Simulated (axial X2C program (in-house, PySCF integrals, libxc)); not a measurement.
**SnNC⁻: properties at the nuclei**

Calculated with an in-house all-electron X2C program for linear molecules (integrals from PySCF): two-component X2C with atomic mean-field Coulomb and Gaunt terms, Gaussian nuclei, basis Sn dyall-v3z, N dyall-av3z, C dyall-v3z with contracted cores.

Sn–N–C held linear, with bonds 2.201 and 1.171 Å (near the PBE0 minimum at charge -1 of the determinant lowest at the starting distance; the state shown can have its own minimum elsewhere, held linear; other orders of the atoms were not compared).

Input and command:
```json
{"zs": [50, 7, 6], "q": -1, "bas": ["dyall-v3z", "dyall-av3z", "dyall-v3z"], "r0": [2.06, 1.17], "symm": 0, "scan": ["PBE0", "HF", "B3LYP"], "levels": ["PBE0", "HF", "TPSSh"], "nst": 2}
```
```bash
python solin.py task.json out
```

Keys: zs atomic numbers; q charge; bas basis sets; r0 starting distance in Å; symm equal bonds; scan levels of the two-bond scan; levels methods; nst determinants followed.

Determinant lowest in the PBE0 search, Ω = 1 (⟨Sz⟩ = 1.00, ⟨Lz⟩ = 0.00 at PBE0), spin on the atoms Sn 1.03, N -0.09, C 0.05:

```tsv
level	Eeff magnitude (GV/cm)	Ws magnitude Sn (kHz)	A∥/gI Sn (MHz)	qzz Sn (a.u.)	A∥/gI N (MHz)	qzz N (a.u.)	A∥/gI C (MHz)	qzz C (a.u.)
PBE0	0.576	0.346	-826	2.67	-8.53	-0.51	-1.88	-0.84
HF	3.28	1.92	-826	2.97	-6.27	-0.64	1.75	-0.97
TPSSh	0.54	0.319	-759	2.64	-6.34	-0.49	-0.846	-0.82
```

Determinant 0.43 eV from it at PBE0 and this distance, Ω = 0 (closed shell), highest spinor 83% Sn p, 8% N d, 4% N p:

| level | qzz Sn (a.u.) | qzz N (a.u.) | qzz C (a.u.) |
| --- | --- | --- | --- |
| PBE0 | 2.88 | -0.51 | -0.84 |
| HF | 3.12 | -0.64 | -0.98 |
| TPSSh | 2.83 | -0.50 | -0.82 |

Eeff is the effective electric field on the electron electric dipole moment in this Ω state and Ws the scalar–pseudoscalar constant of the nucleus named (defined with the proton number Z and per Ω); A∥ (defined per Ω) follows by multiplying with gI = μI/(I μN); qzz is the electric field gradient, eQq0 = 234.96 MHz × Q/barn × qzz. The operators were transformed with the bare-nucleus X2C matrices; with these basis sets, hyperfine constants and field gradients can be off by tens of per cent, and where levels differ in sign neither size nor sign is settled.

**Question.** With gI(119Sn) = -2.0946, gI(14N) = 0.4038, Q(14N) = 0.02044 barn (g factors from the IAEA table of nuclear moments by Stone; Q from Pyykkö, Mol. Phys. 2018), turn the PBE0 values of the first state into constants in MHz.

**Answer.** A∥(119Sn) = -826 × -2.0946 = 1730 MHz; A∥(14N) = -8.53 × 0.4038 = -3.44 MHz; eQq0(14N) = 234.96 × (0.02044) × (-0.51) = -2.45 MHz.

The molecule was held linear; bending was not examined, so a bent shape may lie lower.

Each state is one determinant with collinear spin, which with several unpaired electrons need not be a pure state. Unrestricted Hartree–Fock can overshoot spin polarisation at the nuclei. For an anion, determinants above electron detachment, or with a positive highest level, are held by the basis set. A closed determinant beside an open π² or δ² triplet, such as (π1/2)², mixes with its partner pair into the 0⁺ component of the triplet and ¹Σ⁺, so its energy is not that of a level, and 0⁺ can lie lowest. With several open shells hyperfine constants can be off by a factor of several. Where Eeff spreads by more than a factor of two the levels disagree and none is to be relied on. Open-shell Ω = 0 determinants with evenly filled partner blocks cannot be reached by this program, so the Ω shown need not be the lowest component. States lie within half an eV, so the first need not be the ground state. PBE0 term energies can be off by some tenths of an eV.
